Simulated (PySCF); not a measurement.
# One molecule, several mistakes: GeH5NOSi

Calculated results; nothing here was measured. They come from PySCF 2.14.0, an open-source quantum chemistry program, on an isolated molecule that a program drew, which may never have been made. The molecule is GeH5NOSi (charge 0, singlet), drawn as the SMILES string `[NH2][GeH]([OH])[SiH]`.

Each row is a Hartree-Fock (HF) and frozen-core CCSD(T) single point in the cc-pV(D+d)Z basis, meant for a local HF minimum. Run 1 is clean. Each other run has one planted mistake out of seven kinds, and not every kind appears here: one electron removed, one electron added, multiplicity raised by two, geometry at a saddle point, minimal basis STO-3G, one bond length entered in bohr, all coordinates scaled. The reference is restricted for singlets and unrestricted otherwise, and also for a bond in bohr. Adding or removing an electron swaps singlet and doublet. Electrons count all cores. HOMO and LUMO are orbital energies over both spins, the gradient is its largest component, and the lowest frequency (negative if imaginary) is given only where the gradient is small. Bond lengths are over the 8 bonds as drawn. T1 is the CCSD diagnostic: over 0.02 (restricted) or 0.045 (unrestricted) a single reference is doubtful. Germanium has the cc-pVDZ-PP basis, with a core potential (ECP10MDF) in place of its 10 inner electrons, and its 3s, 3p and 3d shells are frozen in CCSD(T).

Geometry of the clean run:
```xyz
9
GeH5NOSi, angstrom
N    -1.9166    1.0898   -1.6413
Ge   -0.2171    0.5211   -1.2306
O     0.2989    1.4380    0.2227
Si    0.0397   -1.7276   -0.2866
H    -2.6794    0.5996   -1.2089
H    -2.1132    1.2027   -2.6199
H     0.6280    0.9421   -2.4447
H    -0.0306    2.3261    0.2508
H     1.5339   -1.7300   -0.5231
```

```
run,electrons,basis functions,<S^2>,HOMO (eV),LUMO (eV),gradient (hartree/bohr),lowest frequency (cm^-1),mean bond (Å),longest bond (Å),T1,HF (hartree),CCSD(T) (hartree),mistake
1,66,99,0.000,-8.58,0.11,1.6e-05,96,1.5116,2.452,0.0144,-714.51055,-715.10815,no fault
2,66,99,0.000,-8.41,0.31,7.9e-02,-,1.4179,2.300,0.0130,-714.47127,-715.05610,all coordinates scaled
3,65,99,0.778,-15.17,-6.76,6.9e-02,-,1.5116,2.452,0.0354,-714.22943,-714.80555,one electron removed
4,66,99,1.276,-7.92,0.30,9.1e-03,-,1.6826,2.906,0.0515,-714.41948,-714.99901,one bond length entered in bohr
5,67,99,0.768,-1.56,7.35,4.7e-02,-,1.5116,2.452,0.0146,-714.53621,-715.14224,?
```

**Which mistake was planted in run 5, and what did it cost?**

It counts 67 electrons, one more than the clean run, at the same geometry and basis. So the mistake is: one electron added. Subtracting run 1 and multiplying by 627.51 kcal/mol a hartree, the energy moved by -16.1 kcal/mol in HF and -21.4 kcal/mol in CCSD(T).

Cautions from the logs. Run 4: T1 is over the limit, so its CCSD(T) energy is less reliable.
